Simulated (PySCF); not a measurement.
## Working out the ionisation energy of Cu

Cu [Ar] 3d10 4s1 (2S) → Cu⁺ [Ar] 3d10 (1S). All numbers are calculated (PySCF 2.14, no relativity, point nucleus, in 6-31G* (5s4p2d1f, 34 functions)). Frozen: [Ar]. Energies in hartree (1 hartree = 27.21139 eV):

```tsv
part	Cu (lower)	Cu⁺ (upper)
UHF	-1638.563759	-1638.350384
CCSD correlation	-0.227608	-0.213289
(T)	-0.007289	-0.005730
```

Question: What does Hartree-Fock give?

Answer: (-1638.350384) − (-1638.563759) = 0.213375 hartree = 5.806 eV.

Question: What do CCSD and CCSD(T) give?

Answer: The CCSD correlation energies differ by 0.014319 hartree = 0.390 eV and the triples by 0.001559 hartree = 0.042 eV, so CCSD gives 6.196 eV and CCSD(T) 6.238 eV.

Measured between the centres of the two terms (NIST): 7.726 eV, so CCSD(T) (valence) is off by -1.488 eV.

The calculation is non-relativistic.

What remains against the reference includes basis incompleteness, the frozen core and higher excitations.
